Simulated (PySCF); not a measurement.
Isomers of C6H17NSi, mass 131.113 u with the commonest isotopes. Method used: PySCF, PBE0-D3(BJ)/def2-SVP geometry optimisation, gas phase. One conformer each, none proved a minimum here; rigid rotors.

Question: Order these by radius of gyration √(Σ m r²/M), smallest first.
A. `[H][Si](C)(C)N(CC)CC` (SiHMe2(NEt2))
B. SiHMe2(NHtBu) (`C[SiH](C)NC(C)(C)C`)
C. `[CH3:1][CH:2]([CH3:3])[N:4]([SiH3:5])[CH:6]([CH3:7])[CH3:8]` with C1–C2–N4–Si5 76°, C2–N4–C6–C7 -65°

Answer: C (2.068 Å), A (2.166 Å), B (2.209 Å).

Question: Order these by out-of-plane moment Σ m c² = (Ia + Ib − Ic)/2, largest first.
A. SiHMe2(NEt2) (`[SiH](C)(C)N(CC)CC`)
B. SiHMe2(NHtBu), `C[SiH](C)NC(C)(C)C`
C. `[CH3:1][CH:2]([CH3:3])[N:4]([SiH3:5])[CH:6]([CH3:7])[CH3:8]` with C1–C2–N4–Si5 76°, C2–N4–C6–C7 -65°
D. `[CH3:1][N:2]([SiH3:3])[CH2:4][C:5]([CH3:6])([CH3:7])[CH3:8]` with C1–N2–C4–C5 92°

Answer: C (109.11 u·Å²), B (66.93 u·Å²), D (64.02 u·Å²), A (40.02 u·Å²).

Question: Order these by rotational constant C, smallest first.
A. `[CH3:1][CH:2]([CH3:3])[N:4]([SiH3:5])[CH:6]([CH3:7])[CH3:8]` with C1–C2–N4–Si5 76°, C2–N4–C6–C7 -65°
B. `[CH3:1][N:2]([SiH3:3])[CH2:4][C:5]([CH3:6])([CH3:7])[CH3:8]` with C1–N2–C4–C5 92°
C. `C[SiH](N(CC)CC)C` (SiHMe2(NEt2))

Answer: C (879.2 MHz), B (927.9 MHz), A (1119 MHz).

```
                SMILES  point group  Ia (u·Å²)  Ib (u·Å²)  Ic (u·Å²)      κ  μa (D)  μb (D)  μc (D)
   CC(C)N([SiH3])C(C)C           C1     293.96     376.04     451.78  -0.25    0.62    1.03    0.28
  [H][Si](C)(C)N(CC)CC           C1     293.48     361.41     574.85   0.23    0.33    0.05    0.49
   CN([SiH3])CC(C)(C)C           C1     203.20     469.48     544.65  -0.81    0.68    0.72    0.14
[H][Si](C)(C)NC(C)(C)C           C1     199.24     507.60     572.99  -0.86    0.38    0.39    0.43
```
